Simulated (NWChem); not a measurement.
Species: CHCl$_{2}$FOSi; SMILES C([Si](Cl)(F)Cl)=O

```xyz
7

O     -0.5975     2.5261    -0.2856
C      0.1277     1.8265     0.3681
Si    -0.0136    -0.0880     0.3421
F     -0.2453    -0.6068     1.8509
Cl    -1.5699    -0.6822    -0.8163
Cl     1.7546    -0.8684    -0.3159
H      0.9354     2.2685     1.0144
```
Atoms are numbered in this order, from 1.

Computed with NWChem. Pople sets run with spherical d functions. All runs use the structure optimised with PBE0/def2-SVP. Atomic charges in e: unrestrained fits to the electrostatic potential beside Mulliken populations; buried atoms are poorly determined by the fit.

Estimate the computed values for Hartree-Fock/6-31G*. Quantities: ESP O1; Mulliken O1; ESP C2; Mulliken C2; ESP Si3; Mulliken Si3; ESP F4; Mulliken F4; ESP Cl5; Mulliken Cl5; relative RMS misfit of the potential (%).

The ESP O1 comes out as -0.43, the Mulliken O1 comes out as -0.42 and the ESP C2 comes out as 0.32. The Mulliken C2 is 0.05, the ESP Si3 comes out as 0.83 and the Mulliken Si3 is 1.25. The ESP F4 comes out as -0.32, the Mulliken F4 comes out as -0.49 and the ESP Cl5 is -0.20. The Mulliken Cl5 is -0.27 and the relative RMS misfit of the potential (%) comes out as 26.
